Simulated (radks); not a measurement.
Neutral magnesium inside a hard spherical wall (all orbitals vanish at R), configuration held at [Ne] 3s2 and not refilled when levels cross. Method: scalar-relativistic Kohn-Sham, LDA (Slater exchange, VWN5 correlation), spin-polarised, spherical densities, point nucleus; computed with a radial shooting solver on a logarithmic mesh with Libxc functionals. Eigenvalues in eV for spin up, with the zero of energy where the potential of the charges vanishes at infinity; a dash marks a level that is unbound or too diffuse for the functional's potential to be trusted. A positive occupied level is held by the wall or, in an anion where self-interaction has pushed it up, behind a barrier. The pressure on the wall is -dE/dV.

R (bohr)  E (hartree)  kinetic (hartree)    e(1s)    e(2s)    e(2p)   e(3s)  e(3p, empty)  e(4s, empty)  pressure (GPa)
free       -199.46037            199.447  -1253.4  -79.305  -46.734  -4.781        -1.372        -0.054               0
20         -199.46037            199.447  -1253.4  -79.305  -46.734  -4.781        -1.372         0.050        < 0.0001
15         -199.46037            199.447  -1253.4  -79.305  -46.734  -4.781        -1.368         0.289        < 0.0001
8          -199.45601            199.480  -1253.1  -78.989  -46.419  -4.553        -0.837         4.011           0.175
7          -199.44746            199.530  -1252.7  -78.586  -46.018  -4.236        -0.282         6.526           0.664
6          -199.42269            199.648  -1251.8  -77.766  -45.201  -3.508         0.866        11.104            2.62
2.5        -197.17945            205.800  -1232.3  -62.034  -29.334  33.325        43.651        144.38            1300
2          -194.22000            213.401  -1215.5  -51.022  -17.564  74.266        84.464        259.12            5630
